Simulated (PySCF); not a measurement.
Labels have come off several samples. The candidates:

A. SMILES C=CC1([Si](F)(F)F)C=C1
B. `C=C(C)[C@@H]1O[Si@@H](Cl)OC1=O`
C. SMILES CO/C=C(\Cl)[C@H]1OC(=O)[SiH2]1
D. `[SiH](C)(C)[Si@H](P)C=O`

Spectrum 1. 13C{1H} NMR (computed): δ 248.0 (CH), -1.8 (CH3), -4.5 (CH3).

Spectrum 2. 13C{1H} NMR (computed): δ 180.6 (C), 149.6 (CH), 117.2 (C), 70.1 (CH), 60.9 (CH3).

Spectrum 3. 13C{1H} NMR (computed): δ 150.5 (CH), 122.4 (CH2), 108.3 (CH), 12.0 (C).

Spectrum 4. 13C{1H} NMR (computed): δ 174.0 (C), 152.1 (C), 115.0 (CH2), 81.0 (CH), 23.7 (CH3).

PySCF calculation with PBE0/pcSseg-1 with gauge-including orbitals and GFN2-xTB geometry; non-relativistic Hamiltonian, in vacuum, rapidly exchanging positions averaged, one computed conformer.

Chemical shifts δ = σref − σ; TMS for 13C, all at this level. Splittings of carbon signals by F and P are missing where no couplings were computed. Shifts are as computed. Against solution values, carbons near 30 ppm lie about +3 ppm off and those near 130 ppm about +5 ppm; carbons on Cl a further +6 ppm. Of 1211 compounds with measured shifts, 218 miss one by over three times the rms of a fit or turn the order of signals round; such compounds aren't used in these exercises. Carbons bonded to Cl come out too deshielded.

Task: Match each spectrum to its structure.

Result: 1–D, 2–C, 3–A, 4–B.

- Spectrum 1 (D): 3 13C signals; δC -1.8 is a methyl carbon bonded to Si; δC -4.5 is a methyl carbon bonded to Si.
- Spectrum 2 (C): 5 13C signals; δC 149.6 is an alkene carbon bearing oxygen; δC 70.1 is an allylic sp3 CH bonded to O and Si.
- Spectrum 3 (A): 4 13C signals; δC 150.5 is an alkene CH; δC 122.4 is a terminal =CH2 carbon.
- Spectrum 4 (B): 5 13C signals; δC 152.1 is a fully substituted alkene carbon; δC 115.0 is a terminal =CH2 carbon.
